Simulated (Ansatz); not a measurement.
Pulling on the C4–H6 bond in C2H5Al (SMILES C=[CH][AlH2]) (multiplicity 1 held, fragments rigid). Energies count from the point at 1.089 Å.
Geometry at that point (charge 0, multiplicity 1):
```xyz
8

Al    -0.1364     0.1629     1.1626
H     -0.8151     1.5910     1.2176
H      0.1783    -0.6444     2.4857
C      0.2915    -0.5524    -0.5896
C      0.0180     0.1449    -1.6988
H      0.7594    -1.5259    -0.7301
H      0.2417    -0.2199    -2.6984
H     -0.4483     1.1257    -1.6579
```

Signs of static correlation in cc-pV(D+d)Z, with CASSCF(2,2), from Ansatz (a quantum-chemistry and plane-wave program) runs.

```
R (Å)  T1 of restricted CCSD  ⟨S²⟩ of UHF  largest double amplitude of restricted CCSD  weight of the CASSCF reference in MRCISD  CASSCF natural occupations
-----  ---------------------  -----------  -------------------------------------------  ----------------------------------------  --------------------------
0.871                  0.011        0.000                                        0.106                                     0.883                   1.99 0.01
0.980                  0.011        0.000                                        0.106                                     0.882                   1.99 0.01
1.089                  0.011        0.000                                        0.106                                     0.882                   1.98 0.02
1.198                  0.011        0.000                                        0.105                                     0.882                   1.98 0.02
1.307                  0.011        0.000                                        0.105                                     0.881                   1.97 0.03
1.470                  0.012        0.000                                        0.105                                     0.881                   1.94 0.06
1.634                  0.013        0.154                                        0.105                                     0.880                   1.91 0.09
1.906                  0.018        0.748                                        0.184                                     0.880                   1.83 0.17
2.178                  0.026        1.005                                        0.290                                     0.880                   1.71 0.29
2.505             (withheld)        1.131                                   (withheld)                                     0.880                   1.53 0.47
2.941                  0.059        1.189                                        0.594                                     0.880                   1.32 0.68
3.485                  0.077        1.208                                        0.769                                     0.880                   1.15 0.85
```

Problem. Fill in the missing entries.

Solution. 
- 2.505, T1 of restricted CCSD: 0.040
- 2.505, largest double amplitude of restricted CCSD: 0.421

Doubts at one or more of the structures used: a restricted determinant that unrestricted orbitals would lower (R-CCSD(T)/cc-pV(D+d)Z); other coupled-cluster roots lie near (R-CCSD(T)/cc-pV(D+d)Z); T1 above 0.05 (R-CCSD(T)/cc-pV(D+d)Z, U-CCSD(T)/cc-pV(D+d)Z); a spin-contaminated determinant (U-CCSD(T)/cc-pV(D+d)Z); the program's own flag: large difference (U-CCSD(T)/cc-pV(D+d)Z).
